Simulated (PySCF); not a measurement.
Electron correlation in C²⁺ (carbon, charge +2)

[He] 2s2, closed-shell 1S. Computed with PySCF 2.14 in Sapporo-DZP-2012 (4s3p1d, 18 functions), with scalar relativity by spin-free X2C-1e. Frozen: 1s2; 2 electrons correlated.

Total MP2 correlation energy: -40.44 mhartree.

Same-spin part 0.00 and opposite-spin part -40.44 mhartree; SCS-MP2 scales them by 1/3 and 6/5 to -48.53 mhartree.

With two correlated electrons CCSD is exact within the correlated space (frozen core and kept virtual orbitals).

```csv
level,correlation energy (mhartree)
CCSD,-72.73
```

Diagnostics: T1 = 0.0090, D1 = 0.0127, largest double amplitude 0.156.

A double-excitation amplitude exceeds 0.15, a sign of near-degeneracy.

Cost of the coupled-cluster step: 0.04 s of wall time on 1 thread of Neoverse-V1 (shared host), for 2 correlated electrons.
